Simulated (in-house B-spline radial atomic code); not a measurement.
Inner levels of caesium as electrons are removed. A shift is the extra binding of the orbital against the neutral atom ([Xe] 6s1). The density at the nucleus is averaged over the nuclear charge. Computed with an all-electron radial atomic-structure program (B-spline basis): Dirac-Hartree-Fock, jj configuration that fills j = l - 1/2 first, finite nuclei.

A number in brackets counts the electrons of a j subshell.

```
  ion               configuration  shift of 1s1/2 (eV)  radius of 1s1/2 (bohr)  Σ<r²> (bohr²)  change of density at nucleus (bohr⁻³)
Cs38+  [Ne] 3s2 3p1/2(2) 3p3/2(3)              2182.13                0.026101        0.67175                                 644.57
Cs39+  [Ne] 3s2 3p1/2(2) 3p3/2(2)              2311.05                0.026097        0.58251                                 851.61
Cs40+  [Ne] 3s2 3p1/2(2) 3p3/2(1)              2441.83                0.026094        0.49564                                1062.77
Cs41+           [Ne] 3s2 3p1/2(2)              2574.47                 0.02609        0.41107                                1278.05
Cs42+           [Ne] 3s2 3p1/2(1)              2714.97                0.026085        0.33318                                1385.12
Cs43+                    [Ne] 3s2              2857.52                0.026081        0.25741                                1492.33
Cs44+                    [Ne] 3s1              2989.76                0.026079        0.17628                               -2332.21
Cs45+                [He] 2s2 2p6              3123.52                0.026077       0.096917                               -6262.05
Cs46+  [He] 2s2 2p1/2(2) 2p3/2(3)              3443.06                0.026059       0.084118                               -5676.11
Cs47+  [He] 2s2 2p1/2(2) 2p3/2(2)              3766.98                0.026041       0.071742                               -5079.41
Cs48+  [He] 2s2 2p1/2(2) 2p3/2(1)              4095.27                0.026022       0.059773                               -4471.93
Cs49+           [He] 2s2 2p1/2(2)              4427.92                0.026003       0.048195                                -3853.6
Cs50+           [He] 2s2 2p1/2(1)              4788.83                0.025978       0.037968                               -3635.99
Cs51+                    [He] 2s2              5154.88                0.025953       0.028102                               -3426.92
Cs52+                    [He] 2s1              5465.18                 0.02595       0.014817                               -19711.3
Cs53+                         1s2              5778.46                0.025938      0.0018221                               -36398.5
Cs54+                         1s1               6770.4                0.025746     0.00089694                                -157512
```
